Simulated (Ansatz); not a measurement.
Cl$_{2}$, charge +1, doublet, geometry from GFN2-xTB (a state made from the parent by changing its charge; the spin is typed, not shown lowest); PBE0/cc-pVDZ in Ansatz (a quantum-chemistry and plane-wave program).

The Ansatz input:
Ansatz 0.2 input:
```yaml
crystal:
  periodic: [false, false, false]
  atoms:
    - {symbol: Cl, position_ang: [-0.00000000, -0.00000000, -0.98043196]}
    - {symbol: Cl, position_ang: [0.00000000, 0.00000000, 0.98043196]}
basis:
  gaussian:
    orbitals: cc-pVDZ
hamiltonian:
  xc: pbe0
total_charge: 1
magnetization: {spin_polarized: true, initial_magnetization: 1}
scf: {lower_state_search: light}
```

The log (banner, timings and long lists left out):

```
Functional definition: PBE0
392 factors; integrals over basis functions are off by at most 1.2e-3 eV
mean field evaluation 1: about -25024.3383 eV, gradient 7.5e0 eV
mean field evaluation 2: about -25024.5523 eV, gradient 4.3e0 eV
mean field evaluation 4: about -25024.6401 eV, gradient 1.5e-1 eV
mean field evaluation 8: about -25024.7171 eV, gradient 4.8e-3 eV
mean field -25024.71706951 eV, -919.6413899421 hartree, gradient 3.4e-5 eV, S^2 0.752726; 0 other end points of the search recorded, 0 dependent functions left out
reference -25024.71708389 eV, -919.6413904703 hartree; 17, 16 occupied and 19, 20 virtual orbitals, 392 factors
Total energy: -25024.71708389 eV, -919.6413904703 hartree
```
